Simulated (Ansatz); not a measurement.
`C[N](C)[ZnH]` + `[NH2][Ga]([NH2])[OH]` → `C[O][Ga]([NH2])[NH2]` + `C[NH][ZnH]`  (substitution at a C–N bond)

Isolated molecules relaxed with PBE0-D4/def2-TZVP in Ansatz; ΔE leaves out vibrations. CCSD(T)/CBS is the MP2 limit (def2-TZVPP, def2-QZVPP) plus CCSD(T) − MP2 in def2-TZVPP, frozen cores. Functionals use def2-TZVPP. For Ga, Zn outer-core shells are correlated without core-valence functions, which leaves a few kJ/mol of doubt a bond. Scalar relativity is left out up to krypton. Each species was taken in one conformer, which may not be the lowest.

`C[N](C)[ZnH]`:

Cartesian coordinates in Å:
```
C 0.661 -0.616 -0.959
N 0.113 0.188 0.098
C -1.191 -0.261 0.501
Zn 0.970 1.605 0.840
H 1.653 -0.265 -1.257
H 0.765 -1.673 -0.663
H 0.026 -0.601 -1.861
H -1.175 -1.301 0.867
H -1.597 0.359 1.305
H -1.913 -0.228 -0.332
H 1.689 2.793 1.462
```

`[NH2][Ga]([NH2])[OH]`:

```xyz
9

N     1.176    1.346    0.009
Ga    0.168   -0.160    0.072
N    -1.607   -0.202   -0.329
O     1.037   -1.643    0.566
H     2.071    1.352    0.471
H     0.752    2.258    0.033
H    -2.064   -1.072   -0.547
H    -2.033    0.557   -0.835
H     0.500   -2.436    0.561
```

`C[O][Ga]([NH2])[NH2]`:

Cartesian coordinates in Å:
```
C -0.326 -0.170 -2.068
O -0.860 -0.552 -0.831
Ga -0.099 -0.075 0.714
N 1.468 0.847 0.681
N -0.986 -0.572 2.214
H -0.893 -0.665 -2.864
H -0.397 0.913 -2.239
H 0.727 -0.460 -2.185
H 1.809 1.329 1.496
H 1.768 1.308 -0.162
H -0.514 -0.623 3.102
H -1.698 -1.280 2.143
```

`C[NH][ZnH]`:

Cartesian coordinates in Å:
```
C -1.046 0.138 0.260
N 0.112 -0.354 -0.448
Zn 1.857 0.014 -0.139
H -1.634 -0.666 0.724
H -0.746 0.810 1.069
H -1.727 0.711 -0.385
H -0.141 -0.975 -1.199
H 3.324 0.321 0.119
```

```csv
level,ΔE (eV)
LDA (SPW92),0.39
BLYP-D4,0.29
r2SCANh-D4,0.32
revPBE,0.30
CCSD(T)/def2-SVP,0.34
HF/CBS(def2),0.20
MP2/CBS(def2),0.39
CCSD/CBS(def2),0.32
```

**Question.** What does CCSD(T)/CBS give? (An estimate is asked.)

**Answer.** Computed: +0.34 eV. The listed levels differ from it by 0.05, -0.05, -0.02, -0.04, 0.00, -0.14, 0.05, -0.02 eV.

Largest T1 diagnostic among the species: 0.015.

Leaving LDA and LC-ωPBE aside and taking each functional with its dispersion term where it has one, the values, not all of them listed here, spread over 0.08 eV, from BHLYP-D4 to revPBE-D4. LDA lies +0.07 eV from PBE without D4. In def2-TZVPP, CCSD(T) changes the Hartree–Fock value by +0.13 eV (the triples alone add +0.02 eV) and MP2 by +0.18 eV.
